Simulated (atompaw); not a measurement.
# An all-electron radial function and its pseudo partner (Ho (Z = 67))

Columns: radius, all-electron u(r) and pseudo u(r) of the 5d shell (level -2.20 eV) of holmium in the configuration [Kr] 4d10 4f10 5s2 5p6 5d1 6s2 6p0; PBE, scalar-relativistic, PAW (atompaw) scheme, atompaw 4.2.0.5.

```tsv
r (bohr)	all-electron	pseudo
0.115	0.1587	0.0003
0.231	0.0241	0.0027
0.346	-0.1872	0.0088
0.462	-0.2499	0.0204
0.577	-0.1844	0.0384
0.692	-0.0589	0.0636
0.808	0.0813	0.0964
0.923	0.2108	0.1359
1.038	0.3213	0.1812
1.154	0.4113	0.2314
1.269	0.4802	0.2838
1.385	0.5317	0.3372
1.500	0.5676	0.3885
1.615	0.5912	0.4361
1.731	0.6049	0.4784
1.846	0.6107	0.5133
1.962	0.6105	0.5402
2.077	0.6057	0.5584
2.192	0.5974	0.5682
2.308	0.5865	0.5704
2.423	0.5739	0.5662
2.538	0.5601	0.5570
2.654	0.5453	0.5444
2.769	0.5301	0.5300
2.885	0.5145	0.5145
3.000	0.4990	0.4990
```

**Question.** How many radial nodes do the two functions have?

**Answer.** The all-electron 5d function has n − l − 1 = 2; the pseudo-wave has 0, since the states of the same l below it are removed with the core.

**Question.** Where does each function peak?

**Answer.** Outermost all-electron maximum near 1.85 bohr, pseudo maximum near 2.31 bohr (to the table’s step).

**Question.** Is the pseudo-wave norm-conserving?

**Answer.** No, it belongs to a PAW set: the norm inside the radius is not constrained, and the difference is carried by the augmentation charge.
